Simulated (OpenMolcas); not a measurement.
Zn: RASPT2 settings compared

```json
{
 "Program": "OpenMolcas",
 "Basis": "ANO-L-VQZP [7s6p4d3f2g]",
 "Scalar Hamiltonian": "non-relativistic, point nucleus",
 "Active space": "2 electrons in 9 orbitals (RAS2 4s 4p; RAS3 4d, at most 2 electrons)",
 "State averaging": "2S+1 = 3 even, 3 roots (0 in the spin-orbit step); 2S+1 = 1 even, 1 root kept (CI in the orbitals of an earlier block); 2S+1 = 3 odd, 3 roots; 2S+1 = 1 odd, 3 roots kept (CI in the orbitals of an earlier block, 0 in the spin-orbit step)",
 "Spin-orbit coupling": "state interaction with AMFI integrals over the reference wave functions, term energies averaged over their components"
}
```

Methods on the same reference wave functions:
A. RASSCF
B. SS-RASPT2, IPEA 0.6 Eh, no level shift (closed shells correlated: 3d)
C. XMS-RASPT2, IPEA 0.15 Eh, imaginary shift 0.05 Eh (closed shells correlated: none)
D. XMS-RASPT2, IPEA 0.3 Eh, imaginary shift 0.5 Eh (closed shells correlated: 3d)

Energies in cm-1 above 4s2 1S0, the measured ground level; measured values from NIST Handbook of Basic Atomic Spectroscopic Data.

```json
{"Level": "4s2 1S0", "A": "0.0", "B": "0.0", "C": "0.0", "D": "0.0", "Measured": "0.0"}
{"Level": "4s 4p 3P* 0", "A": "23637", "B": "30220", "C": "26590", "D": "29860", "Measured": "32311"}
{"Level": "4s 4p 3P* 1", "A": "23792", "B": "30380", "C": "26750", "D": "30010", "Measured": "32501"}
{"Level": "4s 4p 3P* 2", "A": "24102", "B": "30690", "C": "27060", "D": "30320", "Measured": "32890"}
```

Deviations, from unrounded energies. A percentage is the sum of absolute deviations over the sum of measured energies, with the sign that they share, or ± where signs differ.

```
           Against measurement  Levels      A     B      C     D
mean absolute deviation (cm-1)       3   8700  2100   5800  2500
      other configurations (%)       3  -26.8  -6.6  -17.7  -7.7
```

B lies closest to measurement on these levels and A furthest from it. The largest miss of B in the table is 4s 4p 3P* 2, by -2200 cm-1. The ranking rests on the paired levels alone, and a cruder setting can come out closer through cancelling errors.

Among B to D the level of the table that moves most is 4s 4p 3P* 0, by 3600 cm-1 (lowest in C, highest in B). Moves below CASPT2's spread within the term are not significant.

The lowest spin-free term lies below A's lowest term by 0.531 hartree in B, 0.015 hartree in C, 0.532 hartree in D.

CASPT2 does not keep the components of a term degenerate, so their means are used; among the terms shown or strongly mixed into the levels shown the widest spread is 55 cm-1 (4s 4p 3P*, D). Some high roots are left out of the spin-orbit mixing, which shifts the levels that they would mix with. Terms from blocks run as CI alone lack orbitals of their own. Active for correlation alone: 4d; no level in the range computed is led by a configuration that fills it, so any true level of that kind is missing. Without dynamic correlation excited terms often stand tens of per cent too high (terms of higher spin than the ground term too low), and those without a measured partner can miss by more than the paired ones (holds for A). Measured partners are found by configuration, term and J. A level has none where our copy of the source lacks it or the pairing is in doubt (some pairs that miss far off the trend of their configuration count as doubtful), and it then counts in no deviation. Only configurations of the active space appear.

* marks odd parity.
